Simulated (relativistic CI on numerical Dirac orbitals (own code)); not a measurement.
What each ingredient does to the levels of Nd33+

Base calculation: Dirac-Coulomb-Breit CI, separate exchange-only KLI orbitals for each configuration, a model potential for QED, unscaled Slater integrals.

CI space (outside the closed core [Ne]): 3s²3p⁶3d⁹, 3s²3p⁵3d¹⁰, 3s3p⁶3d¹⁰, 3s²3p⁶3d⁸4s, 3s²3p⁶3d⁸4p, 3s²3p⁶3d⁸4d, 3s²3p⁴3d¹⁰4s, 3s²3p⁵3d⁹4s, 3s²3p⁴3d¹⁰4p, 3s²3p⁶3d⁸4f, 3s²3p⁵3d⁹4p, 3s²3p⁴3d¹⁰4d, 3s3p⁵3d¹⁰4s, 3s²3p⁶3d⁷4s², 3s3p⁵3d¹⁰4p, 3s²3p⁶3d⁷4s4p. Levels of other configurations are missing.

Variants: (1) configuration mixing switched off. Shifts of the energy above 3s²3p⁶3d⁹ ²D5/2, in eV, for the lowest level and the first level of each name with at least 55 % of one term (blank where a level changes its place among those of its configuration and J or its character, or is not in the variant):

```csv
Level,Base,Δ(1)
3s²3p⁶3d⁹ ²D5/2,0.000,0.000
3s²3p⁶3d⁹ ²D3/2,23.411,-0.007
3s²3p⁵3d¹⁰ ²P°3/2,308.131,+0.881
3s²3p⁵3d¹⁰ ²P°1/2,417.758,+1.059
3s3p⁶3d¹⁰ ²S1/2,588.142,+0.114
3s²3p⁶3d⁸4s ⁴F9/2,874.029,+0.389
3s²3p⁶3d⁸4s ²F7/2,876.341,+0.321
3s²3p⁶3d⁸4s ⁴F7/2,897.016,+0.323
3s²3p⁶3d⁸4s ⁴F5/2,897.428,+0.348
3s²3p⁶3d⁸4s ⁴P3/2,907.639,+0.841
3s²3p⁶3d⁸4s ²G9/2,909.089,+0.383
3s²3p⁶3d⁸4s ²P1/2,909.214,+0.783
3s²3p⁶3d⁸4s ²G7/2,909.367,+0.398
3s²3p⁶3d⁸4s ²S1/2,943.727,+2.008
3s²3p⁶3d⁸4p ⁴G°7/2,962.343,-0.023
3s²3p⁶3d⁸4p ⁴P°1/2,971.432,+0.739
3s²3p⁶3d⁸4p ²H°9/2,974.008,-0.050
3s²3p⁶3d⁸4p ⁴G°11/2,974.391,-0.095
3s²3p⁶3d⁸4p ⁴F°9/2,976.561,+0.077
3s²3p⁶3d⁸4p ²D°5/2,977.586,+0.470
3s²3p⁶3d⁸4p ⁴G°9/2,997.284,-0.071
3s²3p⁶3d⁸4p ⁴F°7/2,998.430,+0.116
```

At this charge energies of transitions that change n are usually good to better than 1 %, and those within a shell (Δn = 0) to a few per cent.

Ionisation energy from the two ground configurations alone: base 2223.97 eV. The NIST ASD value (theoretical) is 2224 eV.

LS names give the leading component of a level, which can be under half, so a name can repeat, a term be missing and a line seem to break the LS rules.
